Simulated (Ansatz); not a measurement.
Basis-set series for C2H2BF (`BC#CF`). The species carries charge 0 and has multiplicity 1. The geometry is a stationary point of PBE0-D4/def2-TZVP.

```tsv
functional	basis	functions	energy (Eh)	HOMO (eV)	LUMO (eV)
PBE0-D4	def2-SVP	66	-201.61317	-7.91	-2.15
PBE0-D4	def2-TZVPP	152	-201.84716	-7.96	-2.21
ωB97M-V	def2-SVP	66	-201.76560	-10.11	-0.05
ωB97M-V	def2-TZVPP	152	-202.00814	-10.19	-0.20
```

Question: Give the rows for def2-QZVPP. (Estimate.)

Answer: Ansatz gave: 
```tsv
functional	basis	functions	energy (Eh)	HOMO (eV)	LUMO (eV)
PBE0-D4	def2-QZVPP	288	-201.85806	-7.97	-2.22
ωB97M-V	def2-QZVPP	288	-202.01796	-10.20	-0.25
```
